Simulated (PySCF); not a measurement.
**Ionising CsHg**

LDA; basis Cs def2-SVP with ECP46, Hg def2-SVP with ECP60; scalar-relativistic core potentials; PySCF 2.14. Neutral (UKS): doublet (σ ↑), Re = 3.981 Å, ωe = 32.9 cm⁻¹, De = 0.16 eV, HOMO -2.41 eV, LUMO -2.02 eV.

CsHg⁺ (UKS): singlet (closed shell), Re = 3.741 Å, ωe = 44.0 cm⁻¹, De = 0.19 eV to Cs⁺ + Hg. The energies at the minima are -173.37568 hartree for CsHg and -173.22607 for CsHg⁺.

**Question.** Work out the adiabatic ionisation energy, without and with harmonic zero-point energies (1 hartree = 27.2114 eV, 1 eV = 8065.5 cm⁻¹), and the change of the bond length.

**Answer.** At LDA: 0.14961 hartree = 4.071 eV between the minima; the zero-point term (44.0 − 32.9)/2 cm⁻¹ = +0.001 eV makes it 4.072 eV. Re changes by -24.0 pm against the neutral. The electron leaves a σ orbital, and the shorter bond of the ion fits an antibonding orbital, or a change in how ionic the bond is.

Closed-shell solutions of metal pairs were not tested for spin polarisation, which can lower them a little. Weak bonds: CsHg, CsHg⁺. Basis-set superposition, not corrected here, can be much of De in a small basis, most of all at correlated wavefunction levels. Spin–orbit coupling is left out. For an ion De counts to the pair picked by the measured ionisation energies or electron affinities, which need not be the lowest pair at this level. States were picked by a PBE0 search and need not be the measured ground states.
